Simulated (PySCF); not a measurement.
**Choosing a basis for TDDFT**

Species: B2ClH7P2.
SMILES: `Cl[BH-]1[PH2+][BH2-][PH2+]1`

TDDFT with PBE0 (PySCF), vertical singlets, core orbitals frozen in the response, spherical d and f functions. Isolated species at its PBE0-D3(BJ)/def2-SVP geometry (one conformer only).

Question: How do the low singlets change with the basis? Take 6-31+G*, aug-cc-pVDZ, def2-TZVP and def2-TZVPD.

Answer: 

| basis | functions | diffuse | S1 (eV) | S2 (eV) | S3 (eV) | S4 (eV) | S5 (eV) | LUMO (eV) | α (au) |
| --- | --- | --- | --- | --- | --- | --- | --- | --- | --- |
| 6-31+G* | 116 | yes | 5.80 | 5.99 | 6.23 | 6.44 | 6.47 | -0.69 | 89.5 |
| aug-cc-pVDZ | 190 | yes | 5.72 | 5.93 | 6.18 | 6.36 | 6.39 | -0.76 | 97.5 |
| def2-TZVP | 215 | no | 5.71 | 5.88 | 6.28 | 6.47 | 6.70 | -0.68 | 92.4 |
| def2-TZVPD | 269 | yes | 5.63 | 5.82 | 6.07 | 6.26 | 6.43 | -0.81 | 98.1 |

States are compared by their number. Against the largest diffuse basis here (def2-TZVPD, itself not a converged limit), sets without diffuse functions differ by up to 0.08 eV in S1 and 0.27 eV in S5; the smaller diffuse sets differ by up to 0.17 and 0.04 eV. State by state, the largest deviation of a set without diffuse functions is S1 0.08, S2 0.06, S3 0.21, S4 0.21, S5 0.27 eV. The same number needn't mean the same state in each row. Against def2-TZVPD the polarisability deviates by -9% in 6-31+G*, -1% in aug-cc-pVDZ, -6% in def2-TZVP. A single + in a Pople set puts diffuse functions on heavy atoms only.
